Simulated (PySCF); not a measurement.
## Ionisation energy along the 15-electron series

Calculated with PySCF 2.14 and a two-component X2C-1e Hamiltonian (Gaussian nucleus, no Breit or QED terms), each ion in its own even-tempered basis scaled to its charge; GMP2 freezes 1s2 and drops the highest virtual spinors. Values in eV. NIST values: (m) measured, (s) semi-empirical, (t) theoretical.

```csv
ion,configuration,GHF (spin-free),GMP2 (spin-free),GHF (screened spin-orbit),GMP2 (screened spin-orbit),NIST
Lu⁵⁶⁺,[Ne] 3s2 3p3,5632.1,5632.5,5528.2,5528.8,5525 ± 5 (t)
Hf⁵⁷⁺,[Ne] 3s2 3p3,5827.3,5827.8,5717.4,5718.0,5713 ± 6 (t)
Ta⁵⁸⁺,[Ne] 3s2 3p3,6026.1,6026.6,5909.9,5910.4,5907 ± 6 (t)
```

Between Z = 71 and Z = 73 the GMP2 (screened spin-orbit) value grows as Z to the power 2.40.
